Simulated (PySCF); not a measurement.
CH5ClO2Si. Atoms are numbered in the order given.

```xyz
10

C      1.9592    -0.2778     0.1140
Si     0.1923     0.0808    -0.2996
O     -0.4128    -0.8459    -1.5358
O      0.0931     1.6748    -0.7155
Cl    -1.0060    -0.3221     1.3709
H      2.5924    -0.1369    -0.7762
H      2.3138     0.4010     0.9046
H      2.0751    -1.3138     0.4665
H     -1.0239    -1.5513    -1.2949
H     -0.7452     1.9791    -1.0838
```
Charge 0, spin multiplicity 1.

Coordinates come from a B3LYP-D3(BJ)/def2-SVP optimisation. The values are those of a single conformer.

Computed with TDA-B3LYP/def2-SVPD (PySCF).

Vertical excitations. Isolated molecule, no solvent.

Task: List the lowest excited states. (The exact figures need the calculation; the answer reports its results.)

Result: 
| state | energy (eV) | λ (nm) | f | main pairs |
|---|---|---|---|---|
| S1 | 7.48 | 166 | 0.030 | HOMO→LUMO 75 %, HOMO−1→LUMO 22 % |
| S2 | 7.61 | 163 | 0.076 | HOMO−1→LUMO 73 %, HOMO→LUMO 24 % |
| S3 | 7.74 | 160 | 0.072 | HOMO−2→LUMO 92 % |
| S4 | 8.31 | 149 | 0.059 | HOMO−3→LUMO 62 %, HOMO→LUMO+1 18 % |
| S5 | 8.48 | 146 | 0.010 | HOMO→LUMO+1 61 %, HOMO−1→LUMO+1 28 % |
| S6 | 8.54 | 145 | 0.024 | HOMO−1→LUMO+1 49 %, HOMO−3→LUMO 25 %, HOMO→LUMO+1 12 % |
| S7 | 8.63 | 144 | 0.001 | HOMO−2→LUMO+1 68 %, HOMO→LUMO+2 16 % |
| S8 | 8.69 | 143 | 0.031 | HOMO−1→LUMO+2 55 %, HOMO→LUMO+2 20 % |
| S9 | 8.72 | 142 | 0.007 | HOMO−4→LUMO 25 %, HOMO→LUMO+2 19 %, HOMO−2→LUMO+1 13 %, HOMO→LUMO+3 12 % |
| S10 | 8.80 | 141 | 0.075 | HOMO−4→LUMO 51 %, HOMO−1→LUMO+2 15 %, HOMO→LUMO+2 10 %, HOMO−1→LUMO+1 8 % |
| T1 | 7.28 | 170 | 0 | HOMO→LUMO 72 %, HOMO−1→LUMO 12 % |
| T2 | 7.41 | 167 | 0 | HOMO−1→LUMO 76 %, HOMO→LUMO 16 % |
| T3 | 7.46 | 166 | 0 | HOMO−2→LUMO 80 % |
| T4 | 7.92 | 157 | 0 | HOMO−3→LUMO 45 %, HOMO→LUMO+1 25 %, HOMO−1→LUMO+1 9 % |
Triplets are in the Tamm–Dancoff approximation.
